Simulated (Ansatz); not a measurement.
Relative stability

The two ends of one reaction step of BH₅ClOF, singlet (PBE0-D4/def2-TZVP).

A:

```csv
atom,x (Å),y (Å),z (Å)
B1,-1.2093,-0.1799,-0.5185
Cl2,1.8905,-0.2246,-1.4625
H3,-1.6297,-1.1324,-1.1048
H4,-1.1890,0.9244,-0.9625
H5,0.4767,0.6272,1.2397
O6,-0.7719,-0.3217,0.7689
H7,1.9171,0.4468,-0.3542
F8,1.3043,1.0867,1.3003
H9,-0.7887,-1.2266,1.0935
```

B:

B1  (-0.720, -0.152, -0.770)
Cl2  (1.060, -0.442, -1.352)
H3  (-1.419, -1.052, -1.132)
H4  (-1.048, 0.972, -1.007)
H5  (0.070, 0.322, 1.151)
O6  (-0.668, -0.248, 0.815)
H7  (1.670, 0.695, 0.156)
F8  (1.550, 1.057, 1.037)
H9  (-0.494, -1.153, 1.102)
(Å)

Ansatz 0.2.0; basis: def2-TZVPP; cores frozen in the correlated methods. B3LYP uses VWN-RPA correlation.

Which structure is lower at CCSD(T), and by how much? (An estimate is asked for; the value comes from the calculation.)

Computed: B, by 2.46 kcal/mol (electronic energy, against the other). By their contacts, A is a complex of BH₃O ([BH2][OH]) + HCl + HF and B is a complex of BH₄ClO ([OH2][BH2][Cl]) + HF.

Do the other methods give the same order? (Judge from chemistry; the calculation decides.)

Computed: Not all: HF gives the other order.

```json
{"method": "SPW92", "E(B) − E(A) (kcal/mol)": "-12.88"}
{"method": "PBE-D4", "E(B) − E(A) (kcal/mol)": "-5.70"}
{"method": "BLYP-D4", "E(B) − E(A) (kcal/mol)": "-0.41"}
{"method": "r2SCAN-D4", "E(B) − E(A) (kcal/mol)": "-5.21"}
{"method": "B97M-V", "E(B) − E(A) (kcal/mol)": "-2.54"}
{"method": "PBE0-D4", "E(B) − E(A) (kcal/mol)": "-5.82"}
{"method": "B3LYP-D4", "E(B) − E(A) (kcal/mol)": "-1.02"}
{"method": "r2SCAN0-D4", "E(B) − E(A) (kcal/mol)": "-5.36"}
{"method": "BHLYP-D4", "E(B) − E(A) (kcal/mol)": "-0.65"}
{"method": "CAM-B3LYP-D4", "E(B) − E(A) (kcal/mol)": "-1.78"}
{"method": "wB97X-V", "E(B) − E(A) (kcal/mol)": "-3.22"}
{"method": "wB97M-V", "E(B) − E(A) (kcal/mol)": "-3.62"}
{"method": "B2PLYP", "E(B) − E(A) (kcal/mol)": "-1.30"}
{"method": "PBE-QIDH", "E(B) − E(A) (kcal/mol)": "-5.50"}
{"method": "RPA on PBE", "E(B) − E(A) (kcal/mol)": "-1.38"}
{"method": "HF", "E(B) − E(A) (kcal/mol)": "6.13"}
{"method": "MP2", "E(B) − E(A) (kcal/mol)": "-3.88"}
{"method": "CCSD", "E(B) − E(A) (kcal/mol)": "-1.16"}
{"method": "CCSD(T)", "E(B) − E(A) (kcal/mol)": "-2.46"}
```

No T1 diagnostic of these runs exceeds 0.011.

Labels in which every atom is bracketed show which atoms are joined, not bond orders.

For scale, one of the runs: CCSD(T)/def2-TZVPP, 205 basis functions (an equivalent command: `ansatz run in.yaml --threads 4`). Time: 33 s of wall clock on 4 CPU threads; the host was shared. Peak host memory: 2.8 GiB.
